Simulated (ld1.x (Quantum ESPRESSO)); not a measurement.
## Which change was made? (Te, TM)

```
Element                 : Te (Z = 52)
Generator               : ld1.x (Quantum ESPRESSO) 7.5
Type                    : norm-conserving Troullier–Martins (Kleinman–Bylander form)
Functional              : PBE
Relativity              : scalar-relativistic
Frozen core             : [Kr] 4d10
Valence charge          : 6
Reference configuration : 5s2 5p4
Partial waves           : 5s (bound): rc 1.70 bohr; 5p (bound): rc 2.05 bohr; 5d channel at 0.3 Ry: rc 2.20 bohr
Local potential         : the d channel
Core correction         : none
```

Cutoffs, loose and tight: the cutoffs (Ry, on a coarse ladder) from which the occupation-weighted sum of valence levels, in a spherical-Bessel basis at the reference potential, stays within 10 and 1 mRy of its value at 400 Ry. They do not see the model core or the augmentation charge, which bear on the density cutoff. Test errors are all-electron minus pseudo excitation energies from the reference, over the configurations 5s2 5p3; 5s2 5p2; 5s2 5p1; 5s2 5p4.3; 5s1 5p4; 5s2 5p0; 5s2 5p3.5; variants that change the core or the reference have their own tests.

The base gives: outcome: generated; cutoff, loose: 30 Ry; cutoff, tight: 55 Ry; bound ghosts: s, p; largest test error (meV): -148.

(1) After one change the result is: outcome: generated; cutoff, loose: 70 Ry; cutoff, tight: 160 Ry; bound ghosts: s, p; largest test error (meV): -133. Which change was it?
A. wave 5p (bound): rc 2.05 bohr becomes 5p (bound): rc 3.06 bohr
B. wave 5p (bound): rc 2.05 bohr becomes 5p (bound): rc 2.78 bohr
C. wave 5p (bound): rc 2.05 bohr becomes 5p (bound): rc 1.54 bohr
D. wave 5p (bound): rc 2.05 bohr becomes 5p (bound): rc 1.32 bohr

Answers

(1) C. The others give: wave 5p (bound): rc 2.05 bohr becomes 5p (bound): rc 1.32 bohr → outcome: generated; cutoff, loose: 200 Ry; cutoff, tight: over 300 Ry; bound ghosts: s, p; largest test error (meV): -117 | wave 5p (bound): rc 2.05 bohr becomes 5p (bound): rc 3.06 bohr → outcome: generated; cutoff, loose: 25 Ry; cutoff, tight: 50 Ry; bound ghosts: s, p; largest test error (meV): -358 | wave 5p (bound): rc 2.05 bohr becomes 5p (bound): rc 2.78 bohr → outcome: generated; cutoff, loose: 25 Ry; cutoff, tight: 50 Ry; bound ghosts: s, p; largest test error (meV): -249.
